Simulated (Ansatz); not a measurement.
Species: CsF, charge 0, singlet. CsF (SMILES [F][Cs]).
B3LYP-D3(BJ)/def2-TZVP minimum from Ansatz (a quantum-chemistry and plane-wave program):
```
Cs
F 1 2.4039
```
Charge 0, spin multiplicity 1.

Total energies in hartree (Ansatz). Radicals and triplets start from unrestricted determinants; spin-orbit coupling is neglected. Correlated methods leave the cores frozen (noble-gas shells, and filled d and f shells in the p block). Past Kr the def2 sets carry scalar-relativistic core potentials. Where a partner has so few electrons that a lower coupled-cluster level is exact, that level stands in.

```tsv
species	HF/def2-TZVPP	CCSD(T)/def2-TZVPP	HF/def2-QZVPP	CCSD(T)/def2-QZVPP	CCSDT(Q)/def2-QZVPP
1: CsF (SMILES [F][Cs])	-119.38165	-119.66049	-119.38907	-119.69635	-119.69659
2: Cs (doublet)	-19.85520	-19.85520	-19.85522	-19.85522	-19.85522
3: F (doublet)	-99.41180	-99.62506	-99.41589	-99.65118	-99.65148
```

### Question
Work out the atomisation energy (electronic, to ground-state atoms) in kJ/mol: take Hartree-Fock from def2-QZVPP, extrapolate the CCSD(T) correlation energy as X^-3 (X = 3, 4), and add CCSDT(Q) - CCSD(T) in def2-QZVPP. 1 hartree = 2625.5 kJ/mol.

### Answer

Species 1: correlation (64·(-0.30728) - 27·(-0.27884))/37 = -0.32803; step -0.00024; E1 = -119.38907 + (-0.32803) + (-0.00024) = -119.71734
Species 2: correlation (64·(0.00000) - 27·(0.00000))/37 = 0.00000; step +0.00000; E2 = -19.85522 + (0.00000) + (+0.00000) = -19.85522
Species 3: correlation (64·(-0.23529) - 27·(-0.21326))/37 = -0.25137; step -0.00030; E3 = -99.41589 + (-0.25137) + (-0.00030) = -99.66756
-1·E1 +1·E2 +1·E3 = 0.19456 hartree = 510.8 kJ/mol.
